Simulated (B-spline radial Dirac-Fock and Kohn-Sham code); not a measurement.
**X-ray form factors of thallium in several charge states**

Level of theory: Dirac-Fock densities; a B-spline atomic structure program.

Configurations: Tl¹⁴⁺ [Kr] 4d10 4f14 5s2 5p5; Tl¹⁵⁺ [Kr] 4d10 4f14 5s2 5p4; Tl¹⁶⁺ [Kr] 4d10 4f14 5s2 5p3; Tl¹⁸⁺ [Kr] 4d10 4f14 5s2 5p1. The first column is f₀ of Tl¹⁴⁺, the others are differences from it.

```
s (Å⁻¹)   Tl¹⁴⁺  Δ Tl¹⁵⁺  Δ Tl¹⁶⁺  Δ Tl¹⁸⁺
      0  67.000   -1.000   -2.000   -4.000
   0.05  66.743   -0.980   -1.961   -3.925
    0.1  65.984   -0.923   -1.849   -3.708
   0.15  64.760   -0.833   -1.672   -3.367
    0.2  63.128   -0.719   -1.447   -2.931
   0.25  61.159   -0.589   -1.192   -2.434
    0.3  58.932   -0.455   -0.926   -1.912
   0.35  56.527   -0.325   -0.668   -1.401
    0.4  54.021   -0.208   -0.432   -0.930
   0.45  51.482   -0.107   -0.230   -0.520
    0.5  48.963   -0.027   -0.067   -0.185
    0.6  44.150   +0.071   +0.135   +0.244
    0.7  39.780   +0.098   +0.197   +0.392
    0.8  35.907   +0.082   +0.168   +0.351
    0.9  32.508   +0.048   +0.101   +0.221
      1  29.533   +0.014   +0.032   +0.080
    1.1  26.933   -0.011   -0.020   -0.032
    1.2  24.671   -0.024   -0.049   -0.098
    1.4  21.043   -0.026   -0.055   -0.117
    1.6  18.419   -0.014   -0.030   -0.067
```

Values without a named source are computed, but for edge energies of neutral atoms, which are taken from tables.
